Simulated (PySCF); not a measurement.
**Relaxation of quartet PdF₃**

Method: UPBE0/[Pd def2-SVP with ECP28, F def2-SVP], scalar-relativistic core potentials, density fitting, no spin–orbit coupling, PySCF. A (50,194) grid was used.

A start at or just off a symmetric point, pushed along the force that breaks its symmetry, of Cs symmetry, free to break it:

Coordinates in bohr (charge 0 multiplicity 4):
```
Pd   -0.0471    0.0000    0.0000
F     3.6692    0.0000    0.0000
F    -1.7034    3.0963    0.0000
F    -1.7034   -3.0963    0.0000
```

(1) What forces act on the atoms at the start (eV/Å)?

(2) What does it relax to?

(3) How much energy is released, and in how many steps?

Answers

(1) 
| atom | Fx | Fy | Fz |
| --- | --- | --- | --- |
| Pd1 | 1.10 | 0.00 | 0.00 |
| F2 | -0.98 | 0.00 | 0.00 |
| F3 | -0.06 | 0.64 | 0.00 |
| F4 | -0.06 | -0.64 | 0.00 |

(2) It ends at C2v with Pd–F 1.873 Å (×2), Pd–F 1.925 Å; F–Pd–F 109.5° (×2), F–Pd–F 140.9° (after a last refinement on a finer grid). A frequency run shows a minimum. Other isomers or separated fragments may lie lower.

(3) 8.9 kJ/mol in 6 steps.

Other spin states or occupations of the open shell can lie lower. At this level a doublet minimum of Cs symmetry lies 56 kJ/mol below this structure.

The relaxation took about 40 core-seconds on a shared host.
